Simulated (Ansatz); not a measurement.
`C=CC[Si](F)(F)F` + H₂ → `C=CC` + `F[SiH](F)F` at 600 K and 1 bar (hydrogenolysis of a C–Si bond).

Computed with Ansatz on PBE0-D4/def2-TZVP structures; ΔE is electronic, products minus reactants. CCSD(T)/CBS adds triple-zeta CCSD(T) − MP2 to the extrapolated MP2 energy (def2 sets, frozen cores). This one scheme is used for every species. Each species was taken in one conformer, which may not be the lowest.

| species | CCSD(T)/CBS energy (Eh) | H − E (kJ/mol) | S (J/(mol·K)) |
| --- | --- | --- | --- |
| `C=CC[Si](F)(F)F` | -705.83308 | 282.4 | 487.1 |
| H₂ | -1.17544 | 43.9 | 150.8 |
| `C=CC` | -117.74610 | 248.6 | 323.1 |
| `F[SiH](F)F` | -589.26725 | 84.1 | 330.7 |

H − E and S are ideal-gas, rigid-rotor, harmonic terms from PBE0-D4/def2-TZVP, for one conformer and one mirror image of each species. For small species the MP2-based limit differs from directly extrapolated CCSD(T) by up to some mEh (0.8 for H₂); such offsets cancel only in part. 1 Eh = 2625.50 kJ/mol, R = 8.31446 J/(mol·K).

Task: By hand: ΔE, ΔH, ΔS and ΔG.

Result: ΔE = (-117.74610) + (-589.26725) − (-705.83308) − (-1.17544) = -0.00483 Eh = -12.7 kJ/mol. Δ(H − E) = 248.6 + 84.1 − 282.4 − 43.9 = 6.4, so ΔH = -6.3 kJ/mol. ΔS = 323.1 + 330.7 − 487.1 − 150.8 = 15.9 J/(mol·K). ΔG = -6.3 − 600 × (15.9)/1000 = -15.8 kJ/mol.

Task: By hand: the equilibrium constant, and the temperature at which ΔG would vanish if ΔH and ΔS stayed fixed.

Result: log₁₀ K = −ΔG/(RT ln 10) = 1.4. ΔH and −TΔS have one sign here, so there is no such temperature.

TΔS isn't small against ΔH here. A doubt of 5 kJ/mol in ΔE shifts log₁₀ K by 0.4 here. Other conformers and mirror images would add mixing entropy, several J/(mol·K) or more a flexible species. Modes under 60 cm⁻¹, often nearly free rotors, make the harmonic entropy too high. These are equilibria of isolated gas molecules and say nothing of rates. Largest T1 diagnostic: 0.012 (customary marks: 0.02 for closed shells, 0.045 for open ones).
